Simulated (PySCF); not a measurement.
C5H9ClSi2.
Structure used (GFN2-xTB), in Å, numbered top down from 1:
```xyz
17
C5H9ClSi2 angstrom
C      3.7042    0.3706   -0.4097
C      2.3135   -0.0083   -0.5129
C      1.1538   -0.3260   -0.6019
Si    -0.6285   -0.7776   -0.7021
C     -1.3970   -1.1759    1.0189
Si    -2.4626    0.4131    0.9801
Cl    -1.8631    1.7898    2.3388
C     -1.7865    0.7602   -0.7763
H      4.3415   -0.4872   -0.6239
H      3.9181    0.7283    0.5974
H      3.9271    1.1643   -1.1227
H     -0.8517   -1.7861   -1.7424
H     -1.9741   -2.0965    1.0441
H     -0.6807   -1.2344    1.8347
H     -3.9082    0.2554    1.1243
H     -1.2754    1.7120   -0.8962
H     -2.5375    0.7103   -1.5602
```

Mayer bond orders were computed from the PBE0/pcSseg-1 density (PySCF). Isolated species at its GFN2-xTB geometry, gas phase.

Problem. Rank these bonds by Mayer order, highest first.
A. C5–Si6
B. C2–C3
C. C1–C2
D. Si6–Cl7

Solution. B (2.49), C (1.18), D (1.00), A (0.92).

Problem. Set the orders of all bonds between heavy atoms beside their lengths and the difference of the Hirshfeld charges at their ends.

Solution. 
```csv
bond,Mayer order,length (Å),q(first) − q(second) (e)
C2–C3,2.492,1.206,+0.165
C1–C2,1.182,1.445,-0.071
C3–Si4,1.018,1.841,-0.565
Si6–Cl7,1.002,2.025,+0.494
C5–Si6,0.918,1.914,-0.627
Si6–C8,0.918,1.914,+0.627
Si4–C5,0.894,1.926,+0.639
C8–Si4,0.894,1.926,-0.639
```

For a closed shell the Mayer order of atoms A and B is Σ (PS)μν (PS)νμ over the basis functions μ on A and ν on B, with P the density and S the overlap matrix.
